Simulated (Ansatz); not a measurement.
`O=C=[N][Hf]([Cl])([Cl])[Cl]` + `CCNC` → `CC[N](C)[Hf]([Cl])([Cl])[Cl]` + `N=C=O`  (ligand exchange at the Hf–N bond)

Isolated molecules relaxed with PBE0-D4/def2-TZVP in Ansatz; ΔE leaves out vibrations. CCSD(T)/CBS is the MP2 limit (def2-TZVPP, def2-QZVPP) plus CCSD(T) − MP2 in def2-TZVPP, frozen cores. This one scheme is used for every species. Functionals use def2-TZVPP. Elements past krypton have def2 core potentials. For Hf outer-core shells are correlated without core-valence functions, which leaves a few kJ/mol of doubt a bond. Each species was taken in one conformer, which may not be the lowest.

`O=C=[N][Hf]([Cl])([Cl])[Cl]`:

```xyz
7

O     1.802    1.840   -2.097
C     1.173    1.198   -1.365
N     0.519    0.530   -0.604
Hf   -0.567   -0.579    0.660
Cl    0.244   -2.757    0.638
Cl   -0.384    0.317    2.797
Cl   -2.787   -0.549   -0.029
```

`CCNC`:

Z-matrix (Å, degrees):
```
C
C 1 1.514
H 1 1.092 2 110.6
H 1 1.092 2 111.0 3 120.6
H 1 1.094 2 111.0 3 -119.8
N 2 1.447 1 111.2 3 57.6
H 2 1.096 1 109.7 3 -61.5
H 2 1.106 1 109.7 3 -177.6
C 6 1.445 2 113.2 1 177.3
H 6 1.013 2 109.3 1 54.5
H 9 1.104 6 114.0 2 -54.9
H 9 1.094 6 109.5 2 65.4
H 9 1.092 6 109.9 2 -176.7
```

`CC[N](C)[Hf]([Cl])([Cl])[Cl]`:

Z-matrix (Å, degrees):
```
Hf
Cl 1 2.350
C 1 2.881 2 91.3
Cl 1 2.351 2 109.7 3 -92.7
Cl 1 2.341 2 112.6 3 141.0
N 1 1.983 2 107.0 3 23.0
C 1 3.140 2 117.3 3 41.8
H 3 1.095 1 123.5 2 41.3
H 3 1.097 1 125.9 2 -154.6
H 3 1.098 1 71.7 2 -56.8
C 7 1.520 1 121.1 2 19.2
H 7 1.099 1 122.8 2 -130.3
H 7 1.093 1 80.5 2 126.1
H 11 1.092 7 110.1 1 147.8
H 11 1.092 7 110.7 1 28.1
H 11 1.092 7 111.9 1 -92.7
```

`N=C=O`:

Cartesian coordinates in Å:
```
N -0.521 -0.091 0.553
C 0.259 -0.210 -0.362
O 0.970 -0.459 -1.244
H -0.708 0.760 1.052
```

```csv
species,CAM-B3LYP energy (Eh)
`O=C=[N][Hf]([Cl])([Cl])[Cl]`,-1597.07310
`CCNC`,-174.45003
`CC[N](C)[Hf]([Cl])([Cl])[Cl]`,-1602.80920
`N=C=O`,-168.68967
```

Work out ΔE.

ΔE = (-1602.80920) + (-168.68967) − (-1597.07310) − (-174.45003) = 0.02426 Eh = +15.2 kcal/mol. CCSD(T)/CBS gives +11.4 kcal/mol.

What do rigid-rotor, harmonic-oscillator terms from PBE0-D4/def2-TZVP frequencies (298.15 K, 1 bar) make of the CCSD(T)/CBS value? (Estimate.)

The calculation gave: ΔZPE = -1.7 kcal/mol, ΔH = +10.1 kcal/mol, ΔS = 1 J/(mol·K), ΔG = +10.0 kcal/mol. Modes under 50 cm⁻¹ make the entropy rough.

Largest T1 diagnostic among the species: 0.018.

Leaving LDA and LC-ωPBE aside and taking each functional with its dispersion term where it has one, the values, not all of them listed here, spread over 3.3 kcal/mol, from revPBE-D4 to BHLYP-D4. LDA lies −3.4 kcal/mol from PBE without D4. From BLYP to BHLYP (50 % exact exchange), in def2-TZVPP and without D4, ΔE moves by +1.8 kcal/mol.
